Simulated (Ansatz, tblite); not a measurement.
Forces on Cu₂O₂⁺ at its PBE-D4/def2-SVP geometry. The state is a doublet with charge 1.

The xTB rows come from tblite. The structure holds 1 bond(s) between oxygen atoms. No other spin state of charge 1 was run. Another isomer (doublet) lies 0.40 eV lower at PBE-D4/def2-TZVP; other spin states weren't run for this one.

GFN1-xTB (tblite), largest force 1.85 eV/Å:

```xyz
4
positions Å, forces eV/Å
Cu   -0.915    0.669    1.367    0.514   -0.376   -0.767
Cu    0.916   -0.669   -1.368   -0.514    0.375    0.767
O    -0.656   -0.110   -0.385    1.581    0.264    0.929
O     0.656    0.109    0.386   -1.581   -0.263   -0.929
```

GFN2-xTB (tblite), largest force 2.37 eV/Å:

```
Cu 0.469 -0.343 -0.701
Cu -0.469 0.343 0.701
O 2.022 0.337 1.188
O -2.022 -0.337 -1.188
```

PBE-D4/def2-TZVP (Ansatz), largest force 0.16 eV/Å:

```
Cu 0.044 -0.032 -0.066
Cu -0.044 0.032 0.066
O 0.137 0.023 0.080
O -0.137 -0.023 -0.080
```
